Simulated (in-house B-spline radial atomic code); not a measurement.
Configurations of the xenon ion Xe⁶⁺, with energies counted from [Kr] 4d10 5s2. Computed with an all-electron radial atomic-structure program (B-spline basis): scalar-relativistic (X2C) r2SCAN0, spin-polarised, spherical fractional occupations, exact exchange averaged over the configuration, Fermi nucleus of rms radius 4.7859 fm. Shells without spins written out take the highest spin.

Occupations are held fixed; configurations that lie above the ionisation limit could autoionise.

| configuration | E - E(ref) (eV) | highest orbital | its <r> (bohr) |
| --- | --- | --- | --- |
| [Kr] 4d10 5s1 5d1 | 35.455 | 5d up | 2.23 |
| [Kr] 4d10 5s1 6p1 | 49.507 | 6p up | 3.362 |
| [Kr] 4d10 5s1 5f1 | 56.416 | 5f up | 3.171 |
| [Kr] 4d9 5s2 6f1 | 122.9 | 6f up | 5.148 |
| [Ar] 3d9 4s2 4p6 4d10 5s2 5d1 | 704.61 | 5d up | 2.157 |
| [Ar] 3d9 4s2 4p6 4d10 5s2 6p1 | 719.61 | 6p up | 3.3 |

**Question.** Order these further configurations by energy, lowest first.
A. [Kr] 4d9 5s2 6d1
B. [Ar] 3d10 4s2 4p5 4d10 4f1 5s2
C. [Ar] 3d10 4s2 4p5 4d10 5s2 6p1
D. [Ar] 3d9 4s2 4p6 4d10 4f1 5s2
E. [Kr] 4d10 5s1 5p1

**Answer.** E (13.01 eV), A (113.26 eV), B (170.83 eV), C (191.7 eV), D (698.24 eV).

**Question.** How far above the reference does [Kr] 4d9 5s2 6p1 lie?

**Answer.** 104.19 eV; its least bound orbital is 6p up with <r> = 3.32 bohr.
